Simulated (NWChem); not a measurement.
Program: NWChem. System: CF, charge 0, spin multiplicity 2, at a geometry optimised with UB3LYP/def2-SVP. The structure started from a generated list of species. Its SCF solution wasn't tested for a lower state. Level: ROCCSD(T)/def2-TZVPD, 2 core orbitals frozen.

Job file:

```
start mol
memory heap 100 mb stack 700 mb global 1900 mb
geometry units angstroms nocenter noautoz
  C      0.000000     0.000000     0.763121
  F      0.000000     0.000000    -0.508747
  symmetry group C2v
end
basis spherical
  * library def2-tzvpd
end
scf
  rohf
  nopen 1
  maxiter 100
  thresh 1e-7
  semidirect memsize 60000000 filesize 0
  # guess.movecs holds the orbitals of an unrestricted PBE0 run
  vectors input guess.movecs output mol.movecs
end
tce
  freeze core 2
  ccsd(t)
  2eorb
  2emet 13
  thresh 1e-6
  maxiter 100
  tilesize 24
end
task tce energy
```

Output (cleaned and shortened):

```
             Northwest Computational Chemistry Package (NWChem) 7.3.0
             --------------------------------------------------------

                                NWChem Input Module
                                -------------------

 Scaling coordinates for geometry "geometry" by  1.889725989
 (inverse scale =  0.529177249)

 Turning off AUTOSYM since
 SYMMETRY directive was detected!

                             Geometry "geometry" -> ""
                             -------------------------

 Output coordinates in angstroms (scale by  1.889725989 to convert to a.u.)

  No.       Tag          Charge          X              Y              Z
 ---- ---------------- ---------- -------------- -------------- --------------
    1 C                    6.0000     0.00000000     0.00000000     0.76312100
    2 F                    9.0000     0.00000000     0.00000000    -0.50874700

 Effective nuclear repulsion energy (a.u.)      22.4674034145

            Nuclear Dipole moment (a.u.)
            ----------------------------
        X                 Y               Z
 ---------------- ---------------- ----------------
     0.0000000000     0.0000000000     0.0000056692

      Symmetry information
      --------------------

 Group name             C2v
 Group number             16
 Group order               4
 No. of unique centers     2

      Symmetry unique atoms

     1    2


 Summary of "ao basis" -> "" (spherical)
 ------------------------------------------------------------------------------
       Tag                 Description            Shells   Functions and Types
 ---------------- ------------------------------  ------  ---------------------
 *                         def2-tzvpd                 on all atoms

 Summary of "ao basis" -> "ao basis" (spherical)
 ------------------------------------------------------------------------------
       Tag                 Description            Shells   Functions and Types
 ---------------- ------------------------------  ------  ---------------------
 C                         def2-tzvpd               13       37   6s3p3d1f
 F                         def2-tzvpd               14       40   6s4p3d1f

                                 NWChem SCF Module
                                 -----------------

  ao basis        = "ao basis"
  functions       =    77
  atoms           =     2
  closed shells   =     7
  open shells     =     1
  charge          =   0.00
  wavefunction    = ROHF
  use symmetry    = T
  symmetry adapt  = T

 Summary of "ao basis" -> "ao basis" (spherical)
 ------------------------------------------------------------------------------
       Tag                 Description            Shells   Functions and Types
 ---------------- ------------------------------  ------  ---------------------
 C                         def2-tzvpd               13       37   6s3p3d1f
 F                         def2-tzvpd               14       40   6s4p3d1f

      Symmetry analysis of basis
      --------------------------

        a1         35
        a2          8
        b1         17
        b2         17

 Forming initial guess at       0.0s

      Symmetry analysis of molecular orbitals - initial
      -------------------------------------------------

  Numbering of irreducible representations:

     1 a1          2 a2          3 b1          4 b2

  Orbital symmetries:

     1 a1          2 a1          3 a1          4 a1          5 b2
     6 b1          7 a1          8 b2          9 b1         10 a1
    11 a1         12 b2         13 b1         14 a1         15 a2
    16 a1         17 b2         18 b1

 Starting SCF solution at       0.0s

 ----------------------------------------------
         Quadratically convergent ROHF

 Convergence threshold     :          1.000E-07
 Maximum no. of iterations :          100
 Final Fock-matrix accuracy:          1.000E-09
 ----------------------------------------------

              iter       energy          gnorm     gmax       time
             ----- ------------------- --------- --------- --------
                 1     -137.2012968566  7.24D-01  2.74D-01      0.2
                 2     -137.2232897506  2.45D-01  6.48D-02      0.3
                 3     -137.2271645787  2.07D-02  9.30D-03      0.3
                 4     -137.2272474265  2.13D-04  6.21D-05      0.4
                 5     -137.2272474321  1.13D-08  3.94D-09      0.5

       Final ROHF results
       ------------------

         Total SCF energy =   -137.227247432150
      One-electron energy =   -234.030394446249
      Two-electron energy =     74.335743599606
 Nuclear repulsion energy =     22.467403414492

        Time for solution =      0.5s

       Symmetry analysis of molecular orbitals - final
       -----------------------------------------------

  Numbering of irreducible representations:

     1 a1          2 a2          3 b1          4 b2

  Orbital symmetries:

     1 a1          2 a1          3 a1          4 a1          5 b2
     6 b1          7 a1          8 b2          9 b1         10 a1
    11 a1         12 b2         13 b1         14 a1         15 a2
    16 a1         17 b2         18 b1

             Final eigenvalues
             -----------------

              1
    1  -26.3889
    2  -11.3739
    3   -1.7201
    4   -0.9215
    5   -0.7657
    6   -0.7480
    7   -0.5643
    8   -0.1075
    9    0.0692
   10    0.0789
   11    0.1281
   12    0.1388
   13    0.1475
   14    0.2107
   15    0.2799
   16    0.2800
   17    0.3230
   18    0.3295

                       ROHF Final Molecular Orbital Analysis
                       -------------------------------------

 Vector    6  Occ=2.000000D+00  E=-7.479761D-01  Symmetry=b1
              MO Center=  1.0D-16,  2.5D-16, -4.1D-01, r^2= 5.4D-01
   Bfn.  Coefficient  Atom+Function         Bfn.  Coefficient  Atom+Function
  ----- ------------  ---------------      ----- ------------  ---------------
    44      0.472536  2 F  px                47      0.417271  2 F  px
    50      0.224803  2 F  px

 Vector    7  Occ=2.000000D+00  E=-5.643154D-01  Symmetry=a1
              MO Center=  4.5D-16,  4.5D-15,  9.3D-01, r^2= 1.1D+00
   Bfn.  Coefficient  Atom+Function         Bfn.  Coefficient  Atom+Function
  ----- ------------  ---------------      ----- ------------  ---------------
     4      0.469909  1 C  s                  3      0.288990  1 C  s
     9      0.254911  1 C  pz                 5      0.220266  1 C  s
    46     -0.206884  2 F  pz                12      0.190082  1 C  pz
    49     -0.189088  2 F  pz                 2     -0.174877  1 C  s

 Vector    8  Occ=1.000000D+00  E=-1.074552D-01  Symmetry=b2
              MO Center= -2.2D-15,  7.4D-16,  7.4D-01, r^2= 1.1D+00
   Bfn.  Coefficient  Atom+Function         Bfn.  Coefficient  Atom+Function
  ----- ------------  ---------------      ----- ------------  ---------------
     8      0.486821  1 C  py                11      0.482098  1 C  py
    14      0.274214  1 C  py                45     -0.163105  2 F  py
    51     -0.158580  2 F  py

 Vector    9  Occ=0.000000D+00  E= 6.920058D-02  Symmetry=b1
              MO Center=  5.8D-14, -3.3D-15,  7.5D-01, r^2= 3.0D+00
   Bfn.  Coefficient  Atom+Function         Bfn.  Coefficient  Atom+Function
  ----- ------------  ---------------      ----- ------------  ---------------
    53      0.474739  2 F  px                 7      0.296633  1 C  px
    10      0.285573  1 C  px                13      0.277381  1 C  px
    29     -0.228913  1 C  d  1              44     -0.169827  2 F  px
    50     -0.163138  2 F  px                47     -0.152939  2 F  px

 Vector   10  Occ=0.000000D+00  E= 7.892048D-02  Symmetry=a1
              MO Center= -2.2D-14, -4.7D-15, -3.4D-01, r^2= 1.1D+01
   Bfn.  Coefficient  Atom+Function         Bfn.  Coefficient  Atom+Function
  ----- ------------  ---------------      ----- ------------  ---------------
    43      4.035108  2 F  s                  6     -3.089746  1 C  s
    15      1.587360  1 C  pz                55      1.441401  2 F  pz
     5     -1.310770  1 C  s                  4     -0.720895  1 C  s
    52      0.594706  2 F  pz                42      0.359499  2 F  s
    12      0.323215  1 C  pz                28     -0.222990  1 C  d  0

 Vector   11  Occ=0.000000D+00  E= 1.281074D-01  Symmetry=a1
              MO Center= -1.5D-14, -3.1D-15, -4.7D-01, r^2= 1.0D+01
   Bfn.  Coefficient  Atom+Function         Bfn.  Coefficient  Atom+Function
  ----- ------------  ---------------      ----- ------------  ---------------
     5      3.867226  1 C  s                 43     -2.016333  2 F  s
    55     -1.948632  2 F  pz                 6     -1.218393  1 C  s
    42     -0.602165  2 F  s                 52     -0.604582  2 F  pz
    15     -0.570770  1 C  pz                12     -0.422590  1 C  pz
     4      0.409740  1 C  s                 68     -0.287429  2 F  d  0

 center of mass
 --------------
 x =   0.00000000 y =   0.00000000 z =  -0.03096427

 moments of inertia (a.u.)
 ------------------
          42.485501411801           0.000000000000           0.000000000000
           0.000000000000          42.485501411801           0.000000000000
           0.000000000000           0.000000000000           0.000000000000

  Mulliken analysis of the total density
  --------------------------------------

    Atom       Charge   Shell Charges
 -----------   ------   -------------------------------------------------------
    1 C    6     5.86   0.86  1.11  0.64  0.95  0.31  0.01  0.86  0.81  0.20  0.03  0.06 -0.01  0.01
    2 F    9     9.14   0.77  1.20  0.60  1.02  0.31 -0.00  2.24  2.25  0.72  0.01  0.00  0.02 -0.00  0.00

 Mulliken analysis of the open-shell density
 -------------------------------------------

    Atom       Charge   Shell Charges
 -----------   ------   -------------------------------------------------------
    1 C    6     0.97   0.00 -0.00  0.00 -0.00  0.00  0.00  0.40  0.41  0.16 -0.00 -0.00  0.00  0.00
    2 F    9     0.03   0.00 -0.00  0.00 -0.00  0.00 -0.00  0.04  0.02 -0.03 -0.01  0.00  0.00  0.00  0.00

       Multipole analysis of the density wrt the origin
       ------------------------------------------------

     L   x y z        total         open         nuclear
     -   - - -        -----         ----         -------
     0   0 0 0     -0.000000     -1.000000     15.000000

     1   1 0 0      0.000000      0.000000      0.000000
     1   0 1 0     -0.000000     -0.000000      0.000000
     1   0 0 1     -0.171610     -1.395450      0.000006

     2   2 0 0     -7.032840     -0.676994      0.000000
     2   1 1 0     -0.000000     -0.000000      0.000000
     2   1 0 1      0.000000      0.000000      0.000000
     2   0 2 0     -8.329152     -2.031978      0.000000
     2   0 1 1     -0.000000     -0.000000      0.000000
     2   0 0 2     -9.245811     -3.046076     20.796213

                   NWChem Extensible Many-Electron Theory Module
                   ---------------------------------------------


            General Information
            -------------------
      Number of processors :     1
         Wavefunction type : Restricted open-shell Hartree-Fock
          No. of electrons :    15
           Alpha electrons :     8
            Beta electrons :     7
           No. of orbitals :   154
            Alpha orbitals :    77
             Beta orbitals :    77
        Alpha frozen cores :     2
         Beta frozen cores :     2
     Alpha frozen virtuals :     0
      Beta frozen virtuals :     0
         Spin multiplicity : doublet
    Number of AO functions :    77
       Number of AO shells :    27
        Use of symmetry is : on
      Symmetry adaption is : on
         Schwarz screening : 0.10D-09

          Correlation Information
          -----------------------
          Calculation type : Coupled-cluster singles & doubles w/ perturbation
   Perturbative correction : (T)
            Max iterations :      100
        Residual threshold : 0.10D-05
     T(0) DIIS level shift : 0.00D+00
     L(0) DIIS level shift : 0.00D+00
     T(1) DIIS level shift : 0.00D+00
     L(1) DIIS level shift : 0.00D+00
     T(R) DIIS level shift : 0.00D+00
     T(I) DIIS level shift : 0.00D+00
   CC-T/L Amplitude update :  5-th order DIIS
                I/O scheme : Global Array Library
        L-threshold :  0.10D-05
        EOM-threshold :  0.10D-05
 no EOMCCSD initial starts read in
 TCE RESTART OPTIONS
 SLICE:      F
 D4D5:       F
 quantumc:   F
 qrotation:  F
 pwtce:      F
 qducc:      F
 nacto:                         0
 nrotv:                         0
 nrot:                          0

            Memory Information
            ------------------
          Available GA space size is     249024942 doubles
          Available MA space size is     104854116 doubles

 Maximum block size supplied by input
 Maximum block size        24 doubles

 tile_dim =     16

 -------------------------------------------------

 Global array virtual files algorithm will be used

 Parallel file system coherency ......... OK

 4-electron integrals stored in orbital form

 v2    file size   =          1884704
 4-index algorithm nr.  13 is used
 imaxsize =       30
 imaxsize ichop =        0


CCSD iterations
 ---------------------------------------------------------
 Iter          Residuum       Correlation     Cpu    Wall
 ---------------------------------------------------------
    1   0.1813098502401  -0.3618467697058     0.3     0.3
    2   0.0432629004074  -0.3625405738329     0.3     0.3
    3   0.0177864142917  -0.3698474075542     0.3     0.3
    4   0.0094634368024  -0.3701146260287     0.3     0.3
    5   0.0051099334904  -0.3711913466770     0.3     0.3
    6   0.0021539528287  -0.3714980461748     0.3     0.3
    7   0.0009735157783  -0.3715069825952     0.3     0.3
    8   0.0005982376951  -0.3715198548853     0.3     0.3
    9   0.0004093021982  -0.3715206353805     0.3     0.3
   10   0.0003221430840  -0.3715361347598     0.3     0.3
   11   0.0000569851107  -0.3715378559208     0.3     0.3
   12   0.0000296742881  -0.3715418626865     0.3     0.3
   13   0.0000182518954  -0.3715415054454     0.3     0.3
   14   0.0000135281241  -0.3715427805180     0.3     0.3
   15   0.0000100790213  -0.3715423052172     0.3     0.3
   16   0.0000029210912  -0.3715429479993     0.3     0.3
   17   0.0000015200501  -0.3715427366930     0.3     0.3
   18   0.0000010493885  -0.3715427664425     0.3     0.3
   19   0.0000008218535  -0.3715427117622     0.3     0.3
 -----------------------------------------------------------------
 Iterations converged
 CCSD correlation energy / hartree =        -0.371542711762242
 CCSD total energy / hartree       =      -137.598790143912169

 Singles contributions

 Doubles contributions
 CCSD(T)
 Using plain CCSD(T) code
             total no. of tasks         1632
 total no. of tasks / no. procs         1632
                         wl_min            1           1.0
                         wl_max       103680           6.9
        thresh for no. of tasks         1632

 CCSD[T]  correction energy / hartree =        -0.014897514090836
 CCSD[T] correlation energy / hartree =        -0.386440225853078
 CCSD[T] total energy / hartree       =      -137.613687658003016
 CCSD(T)  correction energy / hartree =        -0.013495074033366
 CCSD(T) correlation energy / hartree =        -0.385037785795607
 CCSD(T) total energy / hartree       =      -137.612285217945526

 Task  times  cpu:       12.6s     wall:       12.6s

 Total times  cpu:       12.7s     wall:       12.7s
```
